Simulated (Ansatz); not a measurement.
Input for Ansatz (an electronic-structure program): R-CCSD(T)/aug-cc-pVDZ on H2 (SMILES [H][H]) with ghost functions, monomers drawn apart or pushed together.

Ansatz 0.2 input:
```yaml
crystal:
  periodic: [false, false, false]
  atoms:
    - {symbol: H, position_ang: [-0.34819692, -0.23171982, -0.37029810]}
    - {symbol: H, position_ang: [-0.25523136, -0.43205205, 0.34241316]}
basis:
  gaussian:
    orbitals: aug-cc-pVDZ
    ghost_atoms:
      - {symbol: C, position_ang: [0.64134222, -0.16128544, 6.15474849]}
      - {symbol: C, position_ang: [0.45174254, 0.13778901, 4.68444966]}
      - {symbol: C, position_ang: [0.51377407, 1.59354918, 4.28007613]}
      - {symbol: O, position_ang: [0.26037004, -0.74203237, 3.87690986]}
      - {symbol: H, position_ang: [1.63274863, 0.16797388, 6.47675513]}
      - {symbol: H, position_ang: [-0.08602409, 0.39362403, 6.75238743]}
      - {symbol: H, position_ang: [0.53339551, -1.22784478, 6.33644702]}
      - {symbol: H, position_ang: [0.41569935, 1.68966430, 3.20168769]}
      - {symbol: H, position_ang: [-0.28835419, 2.14983771, 4.77222217]}
      - {symbol: H, position_ang: [1.45556232, 2.03948412, 4.60912456]}
magnetization: {spin_polarized: false}
correlation: {method: ccsd_t, electrons: outside_noble_gas}
scf: {lower_state_search: off}
```

It printed:

```
WARN ansatz: RAYON_NUM_THREADS=2 ignored (pool sized by the plan → 2); use --threads N
Functional definition: HF
these checks for a lower state are left out or cut short: stability, starts, cluster_reference, orbital_swaps, neighbouring_geometries, increment
integrals: 0.46 GiB planned
1173 factors; integrals over basis functions are off by at most 1.1e-3 eV
mean field: 0.30 GiB planned
mean field evaluation 1: about -30.6242 eV, gradient 3.7e0 eV
mean field evaluation 2: about -30.6233 eV, gradient 3.7e0 eV
mean field evaluation 4: about -30.7174 eV, gradient 5.8e-2 eV
mean field evaluation 8: about -30.7174 eV, gradient 9.9e-8 eV
mean field -30.71736229 eV, -1.1288422433 hartree, gradient 1.6e-7 eV, S^2 0.000000; 0 other end points of the search recorded, 0 dependent functions left out
reference -30.71736229 eV, -1.1288422433 hartree; 1, 1 occupied and 163, 163 virtual orbitals, 1173 factors
second order -0.74582134 eV of doubles, -0.00000000 eV of singles
coupled cluster: 1.43 GiB planned
cycle   1  -0.91139566 eV  change   -1.7e-1 eV  update   2.6e-2
cycle   2  -0.97804162 eV  change   -6.7e-2 eV  update   9.1e-3
cycle   3  -0.97915286 eV  change   -1.1e-3 eV  update   1.3e-3
cycle   4  -0.97920673 eV  change   -5.4e-5 eV  update   1.6e-4
cycle   5  -0.97917985 eV  change    2.7e-5 eV  update   3.1e-5
cycle   6  -0.97917373 eV  change    6.1e-6 eV  update   8.3e-6
cycle   7  -0.97917527 eV  change   -1.5e-6 eV  update   2.1e-6
perturbative correction 0.00000000 eV, 0.0000000000 hartree
Total energy: -31.69653756 eV, -1.1648262708 hartree
Checks for a lower state left out: stability, starts, cluster_reference, orbital_swaps, neighbouring_geometries, increment
```

The run converged.

Cost: around 10 core-seconds (rough).
